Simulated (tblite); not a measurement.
Species: C6H12Ge.
Cartesian coordinates in Å at the GFN2-xTB level; atoms count from 1:
```xyz
19
C6H12Ge angstrom
C     -1.0780    1.2407    0.5345
C     -1.1312   -0.0046    0.0805
C     -2.2902   -0.5002   -0.7325
C     -0.0641   -1.0088    0.2922
C      0.9679   -0.8793    1.3676
C      1.3773   -0.7038   -0.0623
Ge     1.9400    1.0361   -0.7520
H     -0.2627    1.6083    1.1362
H     -1.8724    1.9411    0.3412
H     -3.0231    0.2867   -0.8883
H     -2.7754   -1.3369   -0.2301
H     -1.9403   -0.8528   -1.7028
H     -0.3874   -2.0204    0.0683
H      1.2712   -1.7764    1.8885
H      0.9322   -0.0043    1.9998
H      1.9249   -1.5362   -0.4932
H      3.2157    0.8477   -1.5142
H      0.9582    1.6617   -1.6849
H      2.2276    2.0107    0.3442
```

Level: GFN2-xTB in tblite, geometry and Hessian alike; calculated harmonic values, unscaled, isolated species. The method is semi-empirical: single wavenumbers can be off by several per cent or more. Modes of hydrogen on germanium can be 10 to 20 % off. One conformer, not necessarily the lowest.

Harmonic wavenumbers (cm⁻¹): 34.9, 124.3, 138.4, 153.7, 190.3, 273.4, 295.3, 380.9, 475.8, 491.1, 506.8, 549.6, 610.9, 711.9, 780.9, 791.9, 860.5, 864.5, 873.3, 877.1, 943.7, 952.0, 992.4, 1007.8, 1030.7, 1043.0, 1061.6, 1094.6, 1109.0, 1219.0, 1233.7, 1299.4, 1386.7, 1403.7, 1419.9, 1471.1, 1480.8, 1487.3, 1710.4, 1985.6, 2063.4, 2084.1, 2996.5, 2997.1, 3009.7, 3022.4, 3048.9, 3070.3, 3080.5, 3088.8, 3120.3.

A = 2865, B = 1098, C = 949.7 MHz; mass 158.015 u (most abundant isotopes); point group C1, symmetry number 1.

**Question.** Zero-point energy?

**Answer.** ½Σν̃ = 33450 cm⁻¹ = 400.15 kJ/mol.

**Question.** Give the ideal-gas entropy at 298.15 K and 1 bar in the rigid-rotor, harmonic-oscillator model (classical rotation).

**Answer.** Translation 172.00, rotation 121.61, vibration 107.33: S = 400.9 J/(mol K).

**Question.** And Cp and H(298.15 K) − H(0)?

**Answer.** Cp = 155.04 J/(mol K), of which vibrations give 121.79 (their classical limit is 51 R = 424.0); H(298.15 K) − H(0) = 27.20 kJ/mol without the zero-point energy, 17.28 from vibrations.

**Question.** What must be added to the electronic energy to get the Gibbs energy at 298.15 K and 1 bar?

**Answer.** ZPE + [H(298.15 K) − H(0)] − T·S = 400.15 + 27.20 − 119.54 = 307.81 kJ/mol.

**Question.** Blend soft modes into free rotors: weight 1/[1 + (100 cm⁻¹/ν̃)⁴] for the oscillator and the rest for a rotor with moment μB/(μ + B), μ = h/(8π²ν), B = 10⁻⁴⁴ kg m². What vibrational entropy results?

**Answer.** 99.80 J/(mol K) in place of 107.33, which changes −T·S at 298.15 K by +2.24 kJ/mol.

Hindered rotation and anharmonicity are outside this model. Other conformers, if any are populated, would add a mixing term that is left out. The structure is chiral; the term R ln 2 for an equal mix with its mirror image is left out.
